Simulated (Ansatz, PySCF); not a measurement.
Dissociation curve of H3B, SMILES B. The B1–H4 bond (B1 also carries H, H; H4 carries nothing else) is pulled apart rigidly from the PBE0/def2-TZVP optimised geometry.

- UHF/cc-pVDZ (PySCF)
- RHF/cc-pVDZ (PySCF)
- UKS-r2SCAN = PySCF with unrestricted r2SCAN/cc-pVDZ
- RKS-r2SCAN = restricted r2SCAN/cc-pVDZ (PySCF)
- UKS-LDA (SVWN5) = unrestricted LDA (SVWN5)/cc-pVDZ (PySCF 2.14.0)
- RKS-LDA (SVWN5) = restricted LDA (SVWN5)/cc-pVDZ in PySCF
- UKS-BHandHLYP = unrestricted BHandHLYP/cc-pVDZ (PySCF)
- RKS-BHandHLYP = restricted BHandHLYP/cc-pVDZ (PySCF)
- UKS-PBE = unrestricted PBE/cc-pVDZ in Ansatz (a quantum-chemistry and plane-wave program)
- RKS-PBE = restricted PBE/cc-pVDZ (Ansatz)
- UKS-B3LYP/6-31G* = PySCF with unrestricted B3LYP/6-31G*, spherical d
- RKS-B3LYP/6-31G* = PySCF with restricted B3LYP/6-31G*, spherical d
- UKS-BP86/6-31G* = unrestricted BP86/6-31G*, spherical d in PySCF 2.14.0
- RKS-BP86/6-31G* = restricted BP86/6-31G*, spherical d in PySCF
- UKS-LDA (SVWN5)/6-31G* = PySCF with unrestricted LDA (SVWN5)/6-31G*, spherical d
- RKS-LDA (SVWN5)/6-31G* = restricted LDA (SVWN5)/6-31G*, spherical d (PySCF 2.14.0)
- UKS-M06-2X/6-31G* = unrestricted M06-2X/6-31G*, spherical d (PySCF)
- RKS-M06-2X/6-31G* = restricted M06-2X/6-31G*, spherical d in PySCF

Scanned distances (Å): 0.90, 0.97, 1.00, 1.07, 1.12, 1.16, 1.19, 1.23, 1.26, 1.30, 1.40, 1.48, 1.60, 1.77, 1.95, 2.14, 2.37, 2.60, 2.92, 3.21, 3.60, 4.16.

### Question
Where does the unrestricted solution first break spin symmetry (<S²> of 0.01 or more)?

### Answer
UHF: between 1.77 and 1.95 Å; UKS-r2SCAN: between 2.14 and 2.37 Å; UKS-LDA (SVWN5): between 2.37 and 2.60 Å; UKS-BHandHLYP: between 1.95 and 2.14 Å; UKS-PBE: between 2.37 and 2.60 Å; UKS-B3LYP/6-31G*: between 2.14 and 2.37 Å; UKS-BP86/6-31G*: between 2.37 and 2.60 Å; UKS-LDA (SVWN5)/6-31G*: between 2.37 and 2.60 Å; UKS-M06-2X/6-31G*: between 2.14 and 2.37 Å.

```tsv
R / Å	<S²> UHF	E(RHF) − E(UHF) / eV	<S²> UKS-r2SCAN	E(RKS-r2SCAN) − E(UKS-r2SCAN) / eV	<S²> UKS-LDA (SVWN5)	E(RKS-LDA (SVWN5)) − E(UKS-LDA (SVWN5)) / eV	<S²> UKS-BHandHLYP	E(RKS-BHandHLYP) − E(UKS-BHandHLYP) / eV	<S²> UKS-PBE	E(RKS-PBE) − E(UKS-PBE) / eV	<S²> UKS-B3LYP/6-31G*	E(RKS-B3LYP/6-31G*) − E(UKS-B3LYP/6-31G*) / eV	<S²> UKS-BP86/6-31G*	E(RKS-BP86/6-31G*) − E(UKS-BP86/6-31G*) / eV	<S²> UKS-LDA (SVWN5)/6-31G*	E(RKS-LDA (SVWN5)/6-31G*) − E(UKS-LDA (SVWN5)/6-31G*) / eV	<S²> UKS-M06-2X/6-31G*	E(RKS-M06-2X/6-31G*) − E(UKS-M06-2X/6-31G*) / eV
0.90	0.00	0.000	0.00	0.000	0.00	0.000	0.00	0.000	0.00	0.000	0.00	0.000	0.00	0.000	0.00	0.000	0.00	0.000
0.97	0.00	0.000	0.00	0.000	0.00	0.000	0.00	0.000	0.00	0.000	0.00	0.000	0.00	0.000	0.00	0.000	0.00	0.000
1.00	0.00	0.000	0.00	0.000	0.00	0.000	0.00	0.000	0.00	0.000	0.00	0.000	0.00	0.000	0.00	0.000	0.00	0.000
1.07	0.00	0.000	0.00	0.000	0.00	0.000	0.00	0.000	0.00	0.000	0.00	0.000	0.00	0.000	0.00	0.000	0.00	0.000
1.12	0.00	0.000	0.00	0.000	0.00	0.000	0.00	0.000	0.00	0.000	0.00	0.000	0.00	0.000	0.00	0.000	0.00	0.000
1.16	0.00	0.000	0.00	0.000	0.00	0.000	0.00	0.000	0.00	0.000	0.00	0.000	0.00	0.000	0.00	0.000	0.00	0.000
1.19	0.00	0.000	0.00	0.000	0.00	0.000	0.00	0.000	0.00	0.000	0.00	0.000	0.00	0.000	0.00	0.000	0.00	0.000
1.23	0.00	0.000	0.00	0.000	0.00	0.000	0.00	0.000	0.00	0.000	0.00	0.000	0.00	0.000	0.00	0.000	0.00	0.000
1.26	0.00	0.000	0.00	0.000	0.00	0.000	0.00	0.000	0.00	0.000	0.00	0.000	0.00	0.000	0.00	0.000	0.00	0.000
1.30	0.00	0.000	0.00	0.000	0.00	0.000	0.00	0.000	0.00	0.000	0.00	0.000	0.00	0.000	0.00	0.000	0.00	0.000
1.40	0.00	0.000	0.00	0.000	0.00	0.000	0.00	0.000	0.00	0.000	0.00	0.000	0.00	0.000	0.00	0.000	0.00	0.000
1.48	0.00	0.000	0.00	0.000	0.00	0.000	0.00	0.000	0.00	0.000	0.00	0.000	0.00	0.000	0.00	0.000	0.00	0.000
1.60	0.00	0.000	0.00	0.000	0.00	0.000	0.00	0.000	0.00	0.000	0.00	0.000	0.00	0.000	0.00	0.000	0.00	0.000
1.77	0.00	0.000	0.00	0.000	0.00	0.000	0.00	0.000	0.00	0.000	0.00	0.000	0.00	0.000	0.00	0.000	0.00	0.000
1.95	0.18	0.029	0.00	0.000	0.00	0.000	0.00	0.000	0.00	0.000	0.00	0.000	0.00	0.000	0.00	0.000	0.00	0.000
2.14	0.51	0.301	0.00	0.000	0.00	0.000	0.09	0.007	0.00	0.000	0.00	0.000	0.00	0.000	0.00	0.000	0.00	0.000
2.37	0.73	0.824	0.43	0.111	0.00	0.000	0.45	0.189	0.00	0.000	0.24	0.041	0.00	0.000	0.00	0.000	0.35	0.072
2.60	0.86	1.407	0.64	0.368	0.13	0.006	0.68	0.511	0.43	0.085	0.55	0.237	0.37	0.063	0.16	0.009	0.67	0.378
2.92	0.94	2.188	0.80	0.743	0.58	0.172	0.86	1.022	0.76	0.370	0.79	0.614	0.71	0.318	0.60	0.194	0.87	0.921
3.21	0.97	2.815	0.89	1.048	0.78	0.390	0.93	1.461	0.90	0.653	0.90	0.960	0.86	0.580	0.80	0.429	0.94	1.395
3.60	0.99	3.520	0.96	1.379	0.91	0.664	0.98	1.960	0.97	0.978	0.97	1.361	0.95	0.891	0.92	0.728	0.98	1.938
4.16	1.00	4.289	0.99	1.704	0.98	0.956	1.00	2.485	1.00	1.293	1.00	1.772	0.99	1.204	0.99	1.048	1.00	2.496
```
